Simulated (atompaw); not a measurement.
**bromine (Br): PAW (atompaw) pseudisation with PBEsol, scalar-relativistic reference atom.**

Input for atompaw 4.2.0.5:

```
Br 35
GGA-PBESOL scalarrelativistic loggrid 1500 logderivrange -3 5 201
4 4 3 0 0 0
4 1 5
0 0 0
c
c
c
v
c
c
v
c
2
1.65 1.35 1.50 1.30
y
-0.95
n
y
1.15
n
y
0.25
y
0.75
n
custom rrkj vanderbiltortho sinc
bessel
1.65
1.65
1.65
1.65
1.50
1.65
PWSCFOUT
UPFDX 0.0125d0 UPFXMIN -7.d0 UPFZMESH 35.d0
END
```

Command:

```bash
atompaw < Br.input > Br.log
```

Resulting log (summary file):

```
Completed calculations for Br (AE)

 Exchange-correlation type: GGA, Perdew-Burke-Ernzerhof modified (PBEsol)

 Radial integration grid is logarithmic
 r0 =   2.4221331E-04 h =   8.4774659E-03   n =      1500 rmax =   8.0000000E+01

 Scalar relativistic calculation

 AEatom converged in  34 iterations
   nz     =  35.00
   delta  =       4.401540020293E-16

 All Electron Orbital energies:
  n  l      occupancy      energy
  1  0      2.0000000E+00 -9.7812053E+02
  2  0      2.0000000E+00 -1.2728656E+02
  3  0      2.0000000E+00 -1.7465642E+01
  4  0      2.0000000E+00 -1.4798116E+00
  2  1      6.0000000E+00 -1.1229539E+02
  3  1      6.0000000E+00 -1.2734090E+01
  4  1      5.0000000E+00 -5.7735084E-01
  3  2      1.0000000E+01 -4.9032821E+00

 Total energy
   Total                    :    -5209.37859414551531

 ---
 Completed calculations for Br (SC)

 Exchange-correlation type: GGA, Perdew-Burke-Ernzerhof modified (PBEsol)

 Radial integration grid is logarithmic
 r0 =   2.4221331E-04 h =   8.4774659E-03   n =      1500 rmax =   8.0000000E+01

 Scalar relativistic calculation

 SCatom converged in   4 iterations
   nz     =  35.00
   delta  =       5.635821367743E-17

 Valence Electron Orbital energies:
  n  l      occupancy      energy
   4  0      2.0000000E+00 -1.4798116E+00
   4  1      5.0000000E+00 -5.7735084E-01

 Total energy
   Total                    :    -5209.37859414419108
   Valence                  :     -200.74253034629993

 PAW parameters:
       lmax =            2
         rc =    1.6614354507295137
        irc =         1043
   rc_shape =    1.3555264202170381
    rc_vloc =    1.5007076379299709
    rc_core =    1.3103232389171118
   Vloc: truncated form - Vps(r)=A.sin(qr)/r for r<rc
   Projector type: RRKJ pseudization + Vanderbilt ortho.
   Sinc^2 compensation charge shape zeroed at   1.3555E+00

 Number of basis functions     6
 No.   n  nodes  l      Energy         Cp coeff         Occ
  1    4    3    0   -0.1479812E+01  0.3833467E+03  0.2000000E+01
  2  999    4    0   -0.9500000E+00  0.1784917E+03  0.0000000E+00
  3    4    2    1   -0.5773508E+00  0.1039134E+03  0.5000000E+01
  4  999    3    1    0.1150000E+01  0.2042006E+02  0.0000000E+00
  5  999    1    2    0.2500000E+00 -0.6808218E+02  0.0000000E+00
  6  999    2    2    0.7500000E+00 -0.5474185E+02  0.0000000E+00

 Eigenvalues of overlap operator (in the basis of projectors):
    1        2.50484152E-01
    2        4.68547563E-01
    3        7.94997998E-01
    4        2.51348605E+02
    5        7.54246376E+02
    6        1.37108489E+03

 Orbital leakage outside PAW augmentation regions
   orb  is_core?  %out_of_sphere
   1 0    T           0.00
   2 0    T           0.00
   3 0    T           0.02
   4 0    F          45.47
   2 1    T           0.00
   3 1    T           0.06
   4 1    F          66.19
   3 2    T           0.54

 Summary of PAW energies
   Total valence energy     :   -200.74256846203596
   Smooth energy            :     44.32072051552260
   One center               :   -245.06328897755856
   Smooth kinetic           :      9.53018692590264
   Vloc energy              :      6.70581118022736
   Smooth exch-corr         :    -10.80541055352199
   One-center xc            :   -169.87347754357040
```

The run took about 3.4 s on one core of a shared server CPU.
